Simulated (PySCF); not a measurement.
CH5BeN, SMILES [CH3][Be][NH2]. Atoms are numbered in the order given.

```xyz
8

Be    -0.0537    -0.0254     0.0486
C      1.1270     0.4139    -1.0717
H      2.0418    -0.1765    -0.9643
H      1.4155     1.4640    -0.9532
H      0.7845     0.2973    -2.1042
N     -1.1083    -0.4080     1.0535
H     -1.5230    -1.3222     1.1426
H     -1.5077     0.2119     1.7404
```
Charge 0, spin multiplicity 1.

Geometry: B3LYP-D3(BJ)/def2-TZVP. Other conformers were not sampled.

These are KT2/pcSseg-2 (PySCF) values and carry that method's errors.

GIAO shieldings, no solvent; atoms alike by connectivity are averaged. δ = σ(ref) − σ: ¹³C against TMS (σ = 184.2 ppm); ¹H against TMS (σ = 31.47 ppm); ¹⁵N against NH3 (σ = 261.9 ppm), references at their B3LYP-D3(BJ)/def2-TZVP geometries, non-relativistic.

```
nucleus       atoms  count  δ (ppm)
-------  ----------  -----  -------
¹³C              C2      1    -20.5
¹H           H7, H8      2     0.84
¹H       H3, H4, H5      3    -0.74
¹⁵N              N6      1     25.6
```
